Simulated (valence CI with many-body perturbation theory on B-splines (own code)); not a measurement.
## Ir38+: key properties

Computed by relativistic CI+MBPT: three valence electrons over a frozen Dirac-Fock core [Kr], radial functions for each j: 9 s, 9 p, 10 d, 8 f, 5 g, 3 h, 1 i, with the one-electron correlation potential Σ1, the two-electron term Σ2, the three-electron term Σ3, Breit, model QED; selected CI, second order for the rest (own B-spline code, finite nucleus).

The last digits are not significant, and no measured levels were compared; by estimate large intervals hold to a few tenths of a per cent, small ones and those within an open d or f shell to about a per cent. Only levels of the ground parity were solved; by the run's estimate the other parity begins above the list, which can be wrong where configurations are misplaced.

Levels are named by their leading jj configuration (3d3/2^4 stands for four electrons in 3d with j = 3/2), which in mixed levels can hold well under half, so a name can repeat and another be missing.

Rates and lifetimes use the calculated energies. Strong lines usually hold to 10 to 20 %, long lifetimes can be off by a factor of two.

(1) What is the ground level?

(2) Name the longest-lived excited levels whose lifetime is computed, and their main decay.

(3) How well does LS coupling describe the low levels?

(4) What is the ionisation energy?

## Answers

(1) (4d3/2^3) J=3/2, composition 48 % 4d³ ⁴F + 37 % 4d³ ²D + 10 % 4d³ ²P, g = 0.704.

(2) (4d3/2^2 4d5/2) J=9/2 at 23.730 eV lives 13.3 s, mostly by M1 to (4d3/2^2 4d5/2) J=7/2.

(3) Among the lowest 19 levels the leading LS term, summed over configurations, holds 57 % on average. For single configurations the figures are 57 % in LS and 97 % in jj coupling. Terms mix most in the J = 3/2 level at 21.789 eV, where the leading one holds 39 %.

(4) 1741.4 eV; NIST lists 1739 ± 4 eV (theoretical).
